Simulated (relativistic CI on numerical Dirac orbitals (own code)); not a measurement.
## Pm4+: 5p photoemission

Computed with this model: Dirac-Coulomb-Breit CI, orbitals from a KLI potential per configuration, model QED, valence Slater integrals scaled by 0.8, multiplet model of photoemission in the sudden approximation; configurations [Xe] 4f3 → [Kr] 4d10 4f3 5s2 5p5; 80 K; Lorentzian 0.6 eV and Gaussian 0.5 eV FWHM. Energies are those of the free ion, without screening or charge transfer. The energies are binding energies and can lie tens of eV above those of solids. S is read from ⟨S²⟩ = S(S + 1).

Computed curve for free ion, scaled to 100 at the maximum (points under 2 are left out and the grid is thinned):

```tsv
Energy (eV)	Intensity
64.6	2.1
64.9	2.6
65.2	3.3
65.4	3.9
65.7	5.3
66.0	7.8
66.3	13.0
66.6	25.2
66.9	47.3
67.1	60.7
67.4	69.4
67.7	80.8
68.0	98.8
68.3	89.0
68.5	66.4
68.8	36.6
69.1	21.6
69.4	15.2
69.7	12.8
70.0	12.3
70.2	11.5
70.5	10.0
70.8	9.6
71.1	10.5
71.4	13.7
71.7	22.9
71.9	33.2
72.2	44.0
72.5	37.3
72.8	29.6
73.1	31.0
73.3	31.8
73.6	26.3
73.9	15.9
74.2	9.2
74.5	6.6
74.8	5.3
75.0	4.3
75.3	2.9
75.6	2.1
```

The ground state has S = 1.47, and the centroid lies at 69.47 eV.
